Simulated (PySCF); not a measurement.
Excitation energy of Os by level of theory

Os [Xe] 4f14 5d6 6s2 (5D) → Os [Xe] 4f14 5d8 (3F), as a difference of total energies. All numbers are calculated (PySCF 2.14, scalar relativity through the core potential, in aug-cc-pwCVDZ-PP with ECP60MDF (6s6p5d3f, 70 functions)). Correlated levels: valence: 5s2 5p6 frozen; valence and next inner shell: nothing frozen outside the core potential. The calculations carry no spin-orbit coupling.

| method | excitation energy (cm⁻¹) |
| --- | --- |
| UHF | 32553 |
| LDA | 24247 |
| PBE | 23113 |
| PBE0 | 23828 |
| r2SCAN | 27541 |
| LC-wPBE | 22802 |
| HSE06 | 23939 |
| M06-L | 26324 |
| TPSSh | 23670 |
| MP2 (valence) | 26352 |
| SCS-MP2 (valence) | 24073 |
| MP2 (valence and next inner shell) | 29739 |
| SCS-MP2 (valence and next inner shell) | 28586 |
